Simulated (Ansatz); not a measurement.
Geometry optimisation, RKS PBE/def2-SVP (Ansatz 0.2.0).

Input:

```yaml
crystal:
  periodic: [false, false, false]
  atoms:
    - { symbol: C, position_ang: [-1.4318, 0.8333, 1.4699] }
    - { symbol: O, position_ang: [-0.1623, 0.6471, 1.0216] }
    - { symbol: C, position_ang: [-0.1897, -0.2407, -0.0865] }
    - { symbol: Si, position_ang: [1.5768, -1.0884, -0.1335] }
    - { symbol: Sb, position_ang: [-0.4487, 0.841, -1.9507] }
    - { symbol: H, position_ang: [-2.125, 1.2729, 0.633] }
    - { symbol: H, position_ang: [-1.8895, -0.0435, 1.902] }
    - { symbol: H, position_ang: [-1.4233, 1.6692, 2.2458] }
    - { symbol: H, position_ang: [-0.922, -1.0274, 0.0588] }
    - { symbol: H, position_ang: [2.5722, -0.0976, -0.2571] }
    - { symbol: H, position_ang: [1.5276, -2.0322, -1.2442] }
    - { symbol: H, position_ang: [1.7265, -1.8376, 1.137] }
    - { symbol: H, position_ang: [-0.99438, 2.28536, -1.1738] }
    - { symbol: H, position_ang: [-2.02302, 0.19679, -2.19423] }
basis:
  gaussian: { orbitals: def2-SVP }
hamiltonian:
  xc: pbe
relax:
  f_tol: 0.015
  max_steps: 40
```

Run as:

```bash
$ ansatz run input.yaml --threads 2 --pin off --max-ram 3072MiB --backend cpu --events-out ev --progress --plain --runs-dir out
```

Q: Where does it end, and by what steps?

A: The forces met the threshold. After 27 steps the energy has fallen by 0.528 eV; H13 moved furthest, 1.29 Å.

```json
{"step": "0", "energy less start (eV)": "0.0000", "largest force component (eV/Å)": "3.373", "accepted": "yes"}
{"step": "1", "energy less start (eV)": "-0.3966", "largest force component (eV/Å)": "1.131", "accepted": "yes"}
{"step": "2", "energy less start (eV)": "-0.4621", "largest force component (eV/Å)": "0.365", "accepted": "yes"}
{"step": "3", "energy less start (eV)": "-0.4753", "largest force component (eV/Å)": "0.220", "accepted": "yes"}
{"step": "4", "energy less start (eV)": "-0.4794", "largest force component (eV/Å)": "0.099", "accepted": "yes"}
{"step": "5", "energy less start (eV)": "-0.4825", "largest force component (eV/Å)": "0.082", "accepted": "yes"}
{"step": "6", "energy less start (eV)": "-0.4839", "largest force component (eV/Å)": "0.106", "accepted": "yes"}
{"step": "7", "energy less start (eV)": "-0.4930", "largest force component (eV/Å)": "0.088", "accepted": "yes"}
{"step": "8", "energy less start (eV)": "-0.4952", "largest force component (eV/Å)": "0.342", "accepted": "yes"}
{"step": "9", "energy less start (eV)": "-0.5012", "largest force component (eV/Å)": "0.160", "accepted": "yes"}
{"step": "10", "energy less start (eV)": "-0.5034", "largest force component (eV/Å)": "0.161", "accepted": "yes"}
{"step": "11", "energy less start (eV)": "-0.5166", "largest force component (eV/Å)": "0.090", "accepted": "yes"}
{"step": "12", "energy less start (eV)": "-0.5212", "largest force component (eV/Å)": "0.110", "accepted": "yes"}
{"step": "13", "energy less start (eV)": "-0.5217", "largest force component (eV/Å)": "0.097", "accepted": "yes"}
{"step": "14", "energy less start (eV)": "-0.5209", "largest force component (eV/Å)": "0.172", "accepted": "no"}
{"step": "15", "energy less start (eV)": "-0.5232", "largest force component (eV/Å)": "0.046", "accepted": "yes"}
{"step": "16", "energy less start (eV)": "-0.5239", "largest force component (eV/Å)": "0.052", "accepted": "yes"}
{"step": "17", "energy less start (eV)": "-0.5239", "largest force component (eV/Å)": "0.083", "accepted": "yes"}
{"step": "18", "energy less start (eV)": "-0.5245", "largest force component (eV/Å)": "0.156", "accepted": "yes"}
{"step": "19", "energy less start (eV)": "-0.5267", "largest force component (eV/Å)": "0.025", "accepted": "yes"}
{"step": "20", "energy less start (eV)": "-0.5271", "largest force component (eV/Å)": "0.023", "accepted": "yes"}
{"step": "21", "energy less start (eV)": "-0.5274", "largest force component (eV/Å)": "0.050", "accepted": "yes"}
{"step": "22", "energy less start (eV)": "-0.5277", "largest force component (eV/Å)": "0.030", "accepted": "yes"}
{"step": "23", "energy less start (eV)": "-0.5279", "largest force component (eV/Å)": "0.019", "accepted": "yes"}
{"step": "24", "energy less start (eV)": "-0.5280", "largest force component (eV/Å)": "0.036", "accepted": "yes"}
{"step": "25", "energy less start (eV)": "-0.5280", "largest force component (eV/Å)": "0.036", "accepted": "no"}
{"step": "26", "energy less start (eV)": "-0.5281", "largest force component (eV/Å)": "0.022", "accepted": "yes"}
{"step": "27", "energy less start (eV)": "-0.5282", "largest force component (eV/Å)": "0.012", "accepted": "yes"}
```

```xyz
14
Properties=species:S:1:pos:R:3
C -1.634 0.774 1.492
O -0.324 0.554 1.015
C -0.213 -0.351 -0.053
Si 1.588 -0.978 -0.112
Sb -0.777 0.452 -2.119
H -2.288 1.232 0.713
H -2.113 -0.175 1.835
H -1.560 1.468 2.352
H -0.897 -1.229 0.071
H 2.527 0.157 -0.409
H 1.699 -2.009 -1.205
H 1.974 -1.602 1.203
H 0.068 1.933 -1.812
H -2.258 1.154 -1.544
```

Whether the end is a true minimum wasn't checked by a vibrational analysis.

Time of the run: 58 s on 2 threads of AMD EPYC 9R14 (Zen 4), with other jobs on the host, peak memory 0.2 GiB.
